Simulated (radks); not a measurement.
The numbers below are computed, except where a source is named.
Problem. Code: a radial shooting solver on a logarithmic mesh with Libxc functionals. Model: scalar-relativistic Kohn-Sham, PBE, spin-unpolarised, spherical densities, finite nucleus; Fermi nuclear charge, rms radius of each element as measured or else 0.836 A^(1/3) + 0.57 fm. Response by self-consistent Sternheimer equations with the Hartree and adiabatic LDA kernel, the relativistic mass of each level held fixed and spin-orbit coupling left out. Rank Ag+, I7+, Cd2+, Sn4+, Sb5+, Te6+, Pd, In3+, Xe8+ (NIST ground configurations) by static dipole polarisability, largest first.

Solution. Pd 31.46, Ag+ 10.82, Cd2+ 5.673, In3+ 3.530, Sn4+ 2.421, Sb5+ 1.766, Te6+ 1.346, I7+ 1.059, Xe8+ 0.8541 bohr^3.
